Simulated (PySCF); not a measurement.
## Removing an electron from `[SiH3]N([SiH3])[BH2-][n+]1ccccc1`

Species: C₅H₁₃BN₂Si₂.
Cartesian coordinates in Å at the PBE0-D3(BJ)/def2-SVP level; atoms count from 1:
```xyz
23
C5H13BN2Si2 angstrom
Si     2.3433   -1.2550    1.2452
N      1.6268    0.1251    0.4761
Si     2.1044    1.7806    0.6818
B      0.8339   -0.1628   -0.7834
N     -0.7585   -0.2661   -0.4210
C     -1.2145   -0.0393    0.8129
C     -2.5697   -0.1134    1.1139
C     -3.4687   -0.4328    0.1027
C     -2.9772   -0.6687   -1.1822
C     -1.6140   -0.5763   -1.4040
H      3.3858   -1.9357    0.4126
H      1.2859   -2.2747    1.5519
H      2.9785   -0.8441    2.5384
H      2.8019    1.9480    1.9974
H      0.8938    2.6683    0.6845
H      3.0172    2.2824   -0.3939
H      1.0823   -1.2519   -1.2997
H      0.8780    0.7432   -1.6158
H     -0.4409    0.2016    1.5455
H     -2.9044    0.0785    2.1344
H     -4.5393   -0.4991    0.3090
H     -3.6426   -0.9240   -2.0083
H     -1.1604   -0.7495   -2.3826
```

Level: wB97X-D/def2-SVPD (PySCF). Frontier orbitals with their largest atomic shares (Löwdin; up to four atoms above 4 %):

```csv
orbital,ε (eV),main atoms
HOMO−3,-10.66,"Si3 20 %, N2 19 %, H14 18 %, B4 10 %"
HOMO−2,-10.49,"C6 19 %, C9 19 %, C10 17 %, C7 17 %"
HOMO−1,-9.32,"B4 28 %, H18 18 %, H17 16 %, N2 9 %"
HOMO,-8.52,?
LUMO,-0.41,"C8 24 %, N5 21 %, C10 12 %, C7 11 %"
LUMO+1,0.28,"C9 20 %, C6 19 %, C7 18 %, C10 17 %"
LUMO+2,1.81,"C8 15 %, C9 13 %, C7 12 %, H21 8 %"
```

Question: What vertical ionisation energy does ΔSCF give, and how far is −ε(HOMO) from it?

Answer: ΔSCF: 8.39 eV (809 kJ/mol; threshold wavelength 148 nm); ⟨S²⟩ of the doublet left behind is 0.757, against 0.75 for a pure doublet. −ε(HOMO) is 8.52 eV, 0.13 eV above it. In exact Kohn–Sham theory the two would be equal; wB97X-D (range-separated hybrid) comes within 0.13 eV of that here. Holes in the HOMO−1 and HOMO−2 were tried too where these lie within 1.2 eV of the HOMO; the lowest converged state counts.

Question: On which atoms does the HOMO lie?

Answer: N2 (nitrogen bridging silicon atoms) 50 %, Si3 (SiH3 silicon) 9 %, Si1 (SiH3 silicon) 9 %, H11 (Si–H hydrogen) 5 %. The HOMO−1 lies 0.80 eV lower.

Question: And the vertical electron affinity, the fundamental gap, Mulliken's electronegativity and the hardness (with the factor ½)?

Answer: EA = 0.41 eV by ΔSCF (−ε(LUMO) = 0.41 eV). IE − EA = 7.98 eV against an orbital gap of 8.11 eV; (IE + EA)/2 = 4.40 eV; (IE − EA)/2 = 3.99 eV.

Question: Shift the occupied levels rigidly so that −ε(HOMO) equals the ΔSCF value. What binding energies result?

Answer: The shift is -0.13 eV: HOMO 8.39, HOMO−1 9.19, HOMO−2 10.36, HOMO−3 10.53 eV. A rigid shift is only a rough guide to the deeper ionisations.

Question: What total energies stand behind the ΔSCF value?

Answer: E(N) = -911.22886 Eh and E(N − 1) = -910.92065 Eh at the same geometry, 0.30821 Eh apart. With one more electron, E(N + 1) = -911.24395 Eh.

Question: How many of the 10 lowest singlet excitations (vertical TDDFT, same level) lie below the ionisation energy?

Answer: All 10; they run from 4.53 to 7.00 eV.

Geometry: PBE0-D3(BJ)/def2-SVP, one conformer, isolated molecule.

The pairwise dispersion term of wB97X-D wasn't added to the energies; at a given geometry it leaves orbitals and properties as they are.
